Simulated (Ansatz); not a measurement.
Stretching the Sn1–F2 bond in FHOSn (SMILES [OH][Sn][F]) (multiplicity 1 held, fragments rigid). Energies count from the point at 1.967 Å.
Geometry at that point (charge 0, multiplicity 1):
```xyz
4

Sn     0.17128     0.03284     0.32224
F     -0.23460     1.31044    -1.11659
O     -0.67403    -1.51488    -0.57779
H     -1.06052    -1.31711    -1.44035
```

R- and RO- levels are restricted; in cc, def2 and unpolarised 6-31G sets they are followed outwards from rest. U- levels take the lowest unrestricted solution at each point, which mixes spins at long bonds. Levels need not reach the same state.

Cores are frozen in the correlated methods. Filled d and f shells under p-block atoms count as core.

Codes used: Ansatz (a first-principles code) with Gaussian orbitals.  In def2 rows elements past Kr take small-core potentials, without spin–orbit coupling.

Energies in kJ/mol.

```csv
R (Å),R-HF/def2-SVP,R-MP2/def2-SVP,U-MP2/def2-SVP,U-CCSD/def2-SVP,U-CCSD(T)/def2-SVP
1.573,314,340,340,337,340
1.770,48,59,59,58,59
1.967,0,0,0,0,0
2.163,38,31,31,32,30
2.360,105,95,95,95,92
2.655,213,200,200,199,194
2.950,308,295,388,296,292
3.441,434,421,483,410,409
3.933,526,514,501,457,461
4.523,605,592,507,468,474
5.310,673,649,509,471,477
6.293,723,664,509,471,477
```

Doubts at one or more of the structures used: a restricted determinant that unrestricted orbitals would lower (R-HF/def2-SVP, R-MP2/def2-SVP); a spin-contaminated determinant (U-MP2/def2-SVP, U-CCSD/def2-SVP, U-CCSD(T)/def2-SVP); other coupled-cluster roots lie near (U-CCSD/def2-SVP, U-CCSD(T)/def2-SVP); T1 above 0.05 (U-CCSD/def2-SVP, U-CCSD(T)/def2-SVP).
